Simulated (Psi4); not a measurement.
Here is a job for Psi4.
```
memory 2 GB

molecule mol {
0 2
Cl   -0.000000   -0.000000   -0.492816
O     0.000000    0.000000    1.047235
}

set {
  basis cc-pvtz
  reference uks
}

energy('blyp')
print_variables()
```

Problem. Give the <S^2> at the level BLYP/cc-pVTZ in Psi4.

Solution. 0.752

Problem. Give the dipole moment at the level BLYP/cc-pVTZ.

Solution. 1.45 D

Problem. What is the computed number of basis functions (BLYP/cc-pVTZ)?

Solution. 64

Problem. What total energy does BLYP/cc-pVTZ give?

Solution. -535.3495 Eh

These values belong to the state on which the SCF converged, which isn't shown to be the lowest.
